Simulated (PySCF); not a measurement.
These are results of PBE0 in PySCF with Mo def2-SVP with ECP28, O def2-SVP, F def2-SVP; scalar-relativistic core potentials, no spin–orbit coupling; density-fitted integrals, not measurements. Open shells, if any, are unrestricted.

Question: What shape and geometry does isolated singlet MoOF4 take (every ligand bound to Mo)?

Answer: Formally Mo is in oxidation state +6, d0. The polar-tensor charge on Mo, 3.12, is far below the formal one. The lowest minimum found is a singlet of C4v symmetry with Mo–F 1.832 Å (×4), Mo–O 1.636 Å; F–Mo–F 86.1° (×4), F–Mo–F 149.7° (×2), F–Mo–O 105.2° (×4). Its harmonic wavenumbers are 99 (b1), 248 (e), 269 (a1), 306 (e), 342 (b2), 640 (b1), 737 (a1), 747 (e), 1136 (a1) cm⁻¹ and its dipole moment is 0.05 D.

Other isomers or separated fragments may lie lower.
